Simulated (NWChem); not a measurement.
A series in which one site is exchanged, each optimised at PBE0/def2-SVP with NWChem, gas phase unless a solvent is named. All stand in one matching conformer (torsions within 35°), which need not be the lowest. This build's default masses of Se (78.918 u) and Br (79.917 u) are each other's, which moves their modes by up to 0.6 %. For some, no frequency run checked for a minimum. def2 effective core potentials on I; no spin-orbit coupling.

A: [NH2][Mg][Cl] (MgNH2Cl; site = Cl)
B: [I][Mg][NH2] (MgNH2I; site = I)
C: [NH2][Mg][Br] (MgNH2Br; site = Br)
D: [NH2][Mg][F] (MgNH₂F; site = F)

Values for A:

| Property | Value |
|---|---|
| orbital gap (eV), PBE0/def2-SVP | 5.34 |
| vertical ionisation energy, ΔSCF, PBE/def2-SVP (eV) | 8.87 |
| vertical ionisation energy, ΔSCF, PBE0/def2-SVP (eV) | 9.05 |

Q: How do these values change for the other members?

A: 
```
change from A                                             B      C      D
----------------------------------------------------  -----  -----  -----
orbital gap (eV), PBE0/def2-SVP                       -0.12  -0.04  -0.02
vertical ionisation energy, ΔSCF, PBE/def2-SVP (eV)   -0.49  -0.19  +0.25
vertical ionisation energy, ΔSCF, PBE0/def2-SVP (eV)  -0.33  -0.11  +0.06
```
